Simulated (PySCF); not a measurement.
C₂H₄Cl₂Si. Atoms are numbered in the order given.

```xyz
9

Si    -0.0481    -0.3921     0.0000
Cl     1.0619     0.1097     1.6775
Cl     1.0619     0.1097    -1.6775
C     -1.6467     0.5412     0.0000
C     -2.8286    -0.0904     0.0000
H     -0.2798    -1.8545     0.0000
H     -1.6203     1.6380     0.0000
H     -2.9008    -1.1842     0.0000
H     -3.7798     0.4531     0.0000
```
Charge 0, spin multiplicity 1.

Geometry optimised at B3LYP-D3(BJ)/def2-SVP. One conformer was computed; it need not be the lowest.

Level of theory: PBE/pcSseg-1 (PySCF).

GIAO shieldings, no solvent; atoms listed in one row are averaged. δ = σ(ref) − σ: ²⁹Si against TMS (σ = 335.4 ppm); ³⁵Cl against HCl (σ = 936.5 ppm); ¹³C against TMS (σ = 182.0 ppm); ¹H against TMS (σ = 31.49 ppm), references at their B3LYP-D3(BJ)/def2-TZVP geometries, non-relativistic (without spin–orbit terms, shifts of atoms bonded to Cl or Br come out too high).

**Question.** Estimate the chemical shifts. (Estimate from the structure and the level; the computed values follow.)

**Answer.** 
```json
[
 {"nucleus": "²⁹Si", "atoms": "Si1", "count": "1", "δ (ppm)": "22.8"},
 {"nucleus": "³⁵Cl", "atoms": "Cl2, Cl3", "count": "2", "δ (ppm)": "103.3"},
 {"nucleus": "¹³C", "atoms": "C4", "count": "1", "δ (ppm)": "145.2"},
 {"nucleus": "¹³C", "atoms": "C5", "count": "1", "δ (ppm)": "144.3"},
 {"nucleus": "¹H", "atoms": "H7", "count": "1", "δ (ppm)": "6.66"},
 {"nucleus": "¹H", "atoms": "H9", "count": "1", "δ (ppm)": "6.66"},
 {"nucleus": "¹H", "atoms": "H8", "count": "1", "δ (ppm)": "6.44"},
 {"nucleus": "¹H", "atoms": "H6", "count": "1", "δ (ppm)": "6.07"}
]
```
